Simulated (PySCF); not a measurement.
**Calculated NMR parameters of FC(F)=C(F)/C=C\[C@@H]1C[SiH2]1**

```
Formula                               : C6H7F3Si
SMILES                                : FC(F)=C(F)/C=C\[C@@H]1C[SiH2]1
Point group of the computed structure : C1
Degrees of unsaturation               : 3
Carbon signals                        : 6
Proton signals                        : 7
```

Mapped SMILES: `[F:1][C:2]([F:3])=[C:4]([F:5])/[CH:6]=[CH:7]\[C@@H:8]1[CH2:9][SiH2:10]1`. Each H is labelled by its parent atom. Ha(C9), Ha(Si10) are cis to C7 on the ring; Hb(C9), Hb(Si10) are trans to C7 on the ring.

In vacuum, single conformer, non-relativistic Hamiltonian. Geometry: PBE0-D3(BJ)/def2-SVP; GIAO PBE/pcSseg-1 shieldings; PySCF.

Shifts are taken against calculated references (same method and geometry level): 1H, 13C, 29Si against TMS; CFCl3 for 19F.

| carbon | δC, type | δH (multiplicity) | HMBC from (2–3 bonds) | span of the C tensor (ppm) |
| --- | --- | --- | --- | --- |
| C2 | 162.1, C | – | H(C6) | 81 |
| C4 | 137.8, C | – | H(C6), H(C7) | 56 |
| C6 | 112.1, CH | 5.51 (m) | H(C7), H(C8) | 179 |
| C7 | 138.7, CH | 4.99 (m) | H(C6), Hb(Si10), H(C8), Ha(Si10), Hb(C9), Ha(C9) | 189 |
| C8 | 16.5, CH | 2.89 (m) | H(C6), H(C7), Hb(Si10), Ha(Si10), Hb(C9), Ha(C9) | 80 |
| C9 | 4.4, CH2 | Ha(C9) 0.65 (m); Hb(C9) 1.15 (m) | H(C7), Hb(Si10), H(C8), Ha(Si10) | 53 |

Other nuclei:
```json
{"atoms": "Hb(Si10)", "nucleus": "1H", "environment": "hydrogen on a silicon bonded to 2 C, in a 3-membered ring", "δ (ppm)": "3.04", "σ (ppm)": "28.15"}
{"atoms": "Ha(Si10)", "nucleus": "1H", "environment": "hydrogen on a silicon bonded to 2 C, in a 3-membered ring", "δ (ppm)": "2.66", "σ (ppm)": "28.53"}
{"atoms": "F1", "nucleus": "19F", "environment": "vinylic fluorine", "δ (ppm)": "-121.3", "σ (ppm)": "266.0"}
{"atoms": "F3", "nucleus": "19F", "environment": "vinylic fluorine", "δ (ppm)": "-131.7", "σ (ppm)": "276.4"}
{"atoms": "F5", "nucleus": "19F", "environment": "vinylic fluorine", "δ (ppm)": "-208.5", "σ (ppm)": "353.3"}
{"atoms": "Si10", "nucleus": "29Si", "environment": "silicon bonded to 2 C, 2 H, in a 3-membered ring", "δ (ppm)": "-132.9", "σ (ppm)": "467.5"}
```

1. Carbon types of the structure: 2 × C, 3 × CH, 1 × CH2, leaving 2 H on heteroatoms.
2. δC 162.1, 137.8: fully substituted alkene carbon; as expected for a trigonal carbon in a double bond.
3. δC 138.7, 112.1: alkene CH; an sp2 carbon of a C=C bond.
4. δC 16.5, 4.4: three-membered-ring carbon; carbons of three-membered rings are unusually shielded.
5. δH 5.51, 4.99: hydrogen on an alkene CH; attached to an sp2 carbon and in the plane of the double bond.
6. δH 3.04, 2.66: hydrogen on a silicon bonded to 2 C, in a 3-membered ring.

Splittings by 19F in the carbon and heteronuclear signals aren't shown, as no couplings were computed. Shifts are as computed. Against solution values, carbons near 30 ppm lie about +2 ppm off and those near 130 ppm about +2 ppm. Of 1211 compounds with measured shifts, 218 miss one by over three times the rms of a fit or turn the order of signals round; such compounds aren't used in these exercises. Unscaled 19F shifts against computed CFCl3 carry errors that often reach 10 to 50 ppm. No couplings were computed; multiplicities are counted from neighbouring protons, with m where these are inequivalent, close in shift, in a saturated or five-membered ring or joined by F or P, and br s for small geminal =CH2 splittings.
